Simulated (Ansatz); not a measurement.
A trace of molecular dynamics of AlH₁₁OSi₄ (17 atoms, charge 0, multiplicity 1).

All numbers below come from RKS B3LYP-D4/STO-3G (Ansatz).

```
ensemble                      : NVE (velocity Verlet)
starting velocities drawn for : 400 K
seed                          : 504852
```

```json
{"time (fs)": "0.0", "T (K)": "400", "potential energy less start (eV)": "0.000", "conserved less start (meV/atom)": "0.00"}
{"time (fs)": "1.5", "T (K)": "335", "potential energy less start (eV)": "0.126", "conserved less start (meV/atom)": "0.02"}
{"time (fs)": "3.0", "T (K)": "243", "potential energy less start (eV)": "0.305", "conserved less start (meV/atom)": "0.05"}
{"time (fs)": "4.5", "T (K)": "241", "potential energy less start (eV)": "0.308", "conserved less start (meV/atom)": "0.03"}
{"time (fs)": "6.0", "T (K)": "253", "potential energy less start (eV)": "0.285", "conserved less start (meV/atom)": "0.01"}
{"time (fs)": "7.5", "T (K)": "192", "potential energy less start (eV)": "0.404", "conserved less start (meV/atom)": "0.03"}
{"time (fs)": "9.0", "T (K)": "124", "potential energy less start (eV)": "0.537", "conserved less start (meV/atom)": "0.05"}
{"time (fs)": "10.5", "T (K)": "158", "potential energy less start (eV)": "0.470", "conserved less start (meV/atom)": "0.04"}
{"time (fs)": "12.0", "T (K)": "249", "potential energy less start (eV)": "0.293", "conserved less start (meV/atom)": "0.01"}
{"time (fs)": "13.5", "T (K)": "258", "potential energy less start (eV)": "0.275", "conserved less start (meV/atom)": "0.01"}
{"time (fs)": "15.0", "T (K)": "198", "potential energy less start (eV)": "0.392", "conserved less start (meV/atom)": "0.05"}
{"time (fs)": "16.5", "T (K)": "203", "potential energy less start (eV)": "0.382", "conserved less start (meV/atom)": "0.04"}
{"time (fs)": "18.0", "T (K)": "254", "potential energy less start (eV)": "0.283", "conserved less start (meV/atom)": "0.01"}
{"time (fs)": "19.5", "T (K)": "233", "potential energy less start (eV)": "0.323", "conserved less start (meV/atom)": "0.02"}
{"time (fs)": "21.0", "T (K)": "153", "potential energy less start (eV)": "0.480", "conserved less start (meV/atom)": "0.04"}
{"time (fs)": "22.5", "T (K)": "131", "potential energy less start (eV)": "0.523", "conserved less start (meV/atom)": "0.05"}
{"time (fs)": "24.0", "T (K)": "201", "potential energy less start (eV)": "0.386", "conserved less start (meV/atom)": "0.02"}
{"time (fs)": "25.5", "T (K)": "247", "potential energy less start (eV)": "0.297", "conserved less start (meV/atom)": "0.01"}
{"time (fs)": "27.0", "T (K)": "211", "potential energy less start (eV)": "0.368", "conserved less start (meV/atom)": "0.04"}
{"time (fs)": "28.5", "T (K)": "201", "potential energy less start (eV)": "0.387", "conserved less start (meV/atom)": "0.05"}
{"time (fs)": "30.0", "T (K)": "257", "potential energy less start (eV)": "0.277", "conserved less start (meV/atom)": "0.02"}
{"time (fs)": "31.5", "T (K)": "271", "potential energy less start (eV)": "0.250", "conserved less start (meV/atom)": "0.01"}
{"time (fs)": "33.0", "T (K)": "200", "potential energy less start (eV)": "0.388", "conserved less start (meV/atom)": "0.03"}
{"time (fs)": "34.5", "T (K)": "135", "potential energy less start (eV)": "0.515", "conserved less start (meV/atom)": "0.05"}
{"time (fs)": "36.0", "T (K)": "153", "potential energy less start (eV)": "0.479", "conserved less start (meV/atom)": "0.03"}
{"time (fs)": "37.5", "T (K)": "193", "potential energy less start (eV)": "0.401", "conserved less start (meV/atom)": "0.01"}
```

Task: Is this trajectory sound?

Result: The conserved energy stayed within 0.055 meV per atom of its start (net change 0.011 meV per atom), so the integration is sound. A run of 0.037 ps of so small a system gives no equilibrium averages. Limits of this set-up: minimal basis. The time step was 0.25 fs.

The run took 19 min on 1 CPU thread of a shared host.
